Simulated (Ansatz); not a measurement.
## Four-centre ligand exchange

Start structure (CH$_{7}$FSn, closed shell), relaxed at PBE0-D4/def2-TZVP:

```
10
angstrom
Sn -1.7781 1.1569 -0.4059
F -1.4264 -0.6364 -1.0206
H -1.9619 2.0658 -1.8313
H -3.2046 1.0197 0.5095
H -0.4114 1.5828 0.5100
H 0.8492 -1.2560 -0.1195
C 1.7546 -1.0381 0.4466
H 1.4967 -0.8295 1.4852
H 2.2555 -0.1697 0.0178
H 2.4264 -1.8955 0.4084
```

The step: SnH₃F ([F][SnH3]) + CH₄ → CH₆Sn ([CH3][SnH3]) + HF; bonds formed: Sn1–C7, F2–H6; bonds broken: Sn1–F2, H6–C7. Program: Ansatz 0.2.0. Basis: def2-TZVPP and def2-QZVPP. Cores are frozen in the correlated methods. Filled d shells of the heavier atoms are correlated. Core potentials replace the inner electrons of the atoms past krypton. The def2 sets are not built for correlating such inner shells, so the correlated values are less sure here. Extrapolation: Hartree–Fock as exp(−7.88 √X), correlation as X^−2.97. Energies below are by CCSD(T) at an estimated basis limit (MP2 extrapolated from triple and quadruple zeta, plus CCSD(T) − MP2 in triple zeta).

What are the electronic barrier and the energy of the step, from the start structure to the end structure? (An estimate is asked for; the value comes from the calculation.)

By the calculation: Barrier 2.085 eV; step energy 0.685 eV (uphill); reverse barrier, their difference, 1.400 eV. Barrier and step energy count from the start structure, the reverse barrier from the end structure.

The saddle point: One imaginary mode of 1072i cm⁻¹.
```json
{"pair": "Sn1–C7", "start (Å)": "4.25", "saddle (Å)": "2.43", "end (Å)": "2.13"}
{"pair": "F2–H6", "start (Å)": "2.52", "saddle (Å)": "1.21", "end (Å)": "0.93"}
{"pair": "Sn1–F2", "start (Å)": "1.93", "saddle (Å)": "2.25", "end (Å)": "3.60"}
{"pair": "H6–C7", "start (Å)": "1.09", "saddle (Å)": "1.34", "end (Å)": "3.31"}
```

Zero-point energy (harmonic, PBE0-D4): ZPE is 1.840 eV at the start and 1.760 eV at the saddle, so the barrier goes from 2.085 to 2.005 eV.

The T1 diagnostic stays at or below 0.014.

Labels in which every atom is bracketed show which atoms are joined, not bond orders.

For scale, one of the runs: CCSD(T)/def2-TZVPP, 210 basis functions, launched by `ansatz run in.yaml --threads 4 --pin off --events-out ev --progress --plain --max-ram 9574MiB`. The run took 110 s on 4 CPU threads of an Intel Xeon (shared host), with 3.3 GiB of host memory at its peak.
